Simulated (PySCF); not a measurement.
Vertical excitations of a molecule CH3FO2Si from PySCF 2.14.0 with TDA-PBE/def2-SVPD, as energy in eV (oscillator strength): 5.61 (0.001), 6.63 (0.003), 6.74 (0.001), 6.94 (0.067), 7.42 (0.000), 7.49 (0.010), 7.72 (0.003), 7.86 (0.005), 7.89 (0.044), 8.35 (0.109). Lowest triplet (TDA): 5.04 eV. Geometry optimised at PBE0-D3(BJ)/def2-SVP. The values are those of a single conformer.

Task: Pick the molecule that these values belong to.
A. O=CO[SiH2]F
B. F[SiH]1OCO1
C. O=C(O)[SiH2]F
D. O=C[Si@@H](O)F

Result: A, O=CO[SiH2]F
